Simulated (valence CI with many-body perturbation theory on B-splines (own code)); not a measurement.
**Energy levels of In²⁶⁺**

Calculated by configuration interaction combined with many-body perturbation theory (CI+MBPT): five valence electrons over a frozen Dirac-Fock core [Ar], radial functions for each j: 7 s, 7 p, 8 d, 6 f, 4 g, 1 h, with the one-electron correlation potential Σ1, the two-electron term Σ2, the three-electron term Σ3, Breit, model QED; selected CI, second order for the rest, scaled by the run's own slope (own B-spline code, finite nucleus).

No measured spectrum was set against this ion. As an estimate, large intervals hold to a few tenths of a per cent, small ones and those within an open d or f shell to about a per cent. Among the levels kept, up to 590 cm⁻¹ of a level comes from second order outside the variational space, and about a tenth of that is noise between levels of different J, which matters for small intervals. Only levels of the ground parity were solved; by the run's estimate the other parity begins above the list, which can be wrong where configurations are misplaced.

Levels 1 to 32 of 32, with energies above the lowest level, 3d⁵ ⁶S_5/2. "Leading %" is the weight of the configuration and term that name the level; weights of strongly mixed levels are sums over their largest components and can fall short, so below about 35 % the name and the second component can differ from the true leading terms, or belong to a minority configuration. Lifetimes count E1, E2, E3, M1 and M2 decay at the calculated energies, and are blank where another channel may lead or the interval is too uncertain; long ones can be off by a factor of two.

```tsv
No.	Configuration	Term	J	E (cm⁻¹)	Leading %	g	Lifetime	Second component
1	3d⁵	⁶S	5/2	0	77	1.885		18 % 3d⁵ ⁴P
2	3d⁵	⁴G	5/2	85252	26	1.071	175 μs	24 % 3d⁵ ²F
3	3d⁵	⁴G	7/2	121810	58	1.100	637 μs	16 % 3d⁵ ²F
4	3d⁵	⁴P	3/2	125800	45	1.360	90.1 μs	42 % 3d⁵ ⁴D
5	3d⁵	⁴G	11/2	127160	70	1.201		22 % 3d⁵ ²H
6	3d⁵	⁴G	5/2	135100	40	1.074	134 μs	27 % 3d⁵ ⁴D
7	3d⁵	⁴G	9/2	136760	77	1.163	9.40 ms	10 % 3d⁵ ⁴F
8	3d⁵	⁴P	1/2	146190	66	1.900	2.68 ms	26 % 3d⁵ ⁴D
9	3d⁵	⁴D	7/2	169350	56	1.268	331 μs	24 % 3d⁵ ⁴G
10	3d⁵	²D	5/2	176280	33	1.248	103 μs	29 % 3d⁵ ⁴D
11	3d⁵	²I	11/2	192200	67	1.014	259 μs	22 % 3d⁵ ⁴G
12	3d⁵	²F	7/2	196290	40	1.129	368 μs	22 % 3d⁵ ⁴F
13	3d⁵	⁴D	1/2	197450	73	0.686	154 μs	23 % 3d⁵ ⁴P
14	3d⁵	⁴D	3/2	200310	44	1.187	185 μs	32 % 3d⁵ ²D
15	3d⁵	²G	9/2	208600	48	1.152	279 μs	23 % 3d⁵ ⁴F
16	3d⁵	⁴F	3/2	210140	50	0.841	60.3 μs	26 % 3d⁵ ⁴P
17	3d⁵	²I	13/2	211220	100	1.073	1.50 ms	
18	3d⁵	²F	5/2	223530	32	1.032	65.1 μs	22 % 3d⁵ ⁴F
19	3d⁵	²H	9/2	247000	54	1.098	72.9 μs	44 % 3d⁵ ⁴F
20	3d⁵	⁴F	5/2	251430	33	1.100	55.6 μs	28 % 3d⁵ ²F
21	3d⁵	²G	7/2	257350	59	1.001	275 μs	30 % 3d⁵ ²F
22	3d⁵	²F	5/2	272160	45	1.048	55.2 μs	20 % 3d⁵ ⁴F
23	3d⁵	²D	3/2	272920	57	0.707	135 μs	36 % 3d⁵ ⁴F
24	3d⁵	²F	7/2	278900	64	1.089	68.0 μs	24 % 3d⁵ ²G
25	3d⁵	²S	1/2	295090	78	1.931	64.0 μs	11 % 3d⁵ ⁴P
26	3d⁵	⁴F	7/2	297110	47	1.173	70.3 μs	31 % 3d⁵ ²F
27	3d⁵	²H	11/2	301550	67	1.061	50.8 μs	24 % 3d⁵ ²I
28	3d⁵	²G	9/2	303510	49	1.097	120 μs	28 % 3d⁵ ²H
29	3d⁵	²D	3/2	331080	82	0.830	37.5 μs	11 % 3d⁵ ⁴D
30	3d⁵	²D	5/2	336050	58	1.089	38.8 μs	30 % 3d⁵ ²F
31	3d⁵	²D	5/2	365010	58	1.112	43.3 μs	26 % 3d⁵ ²F
32	3d⁵	²G	9/2	367300	96	1.108
```

Names give the largest LS component (configuration and term), which can be under half, so a name can repeat, a term be missing and a line seem to break the LS rules; names also repeat where a configuration has a term twice.

The ionisation energy to 3d⁴ ⁵D0 of the next ion comes out as 1412.2 eV (NIST: 1413 ± 4 eV (theoretical)). All 32 levels together are meant to be complete up to 379780 cm⁻¹.
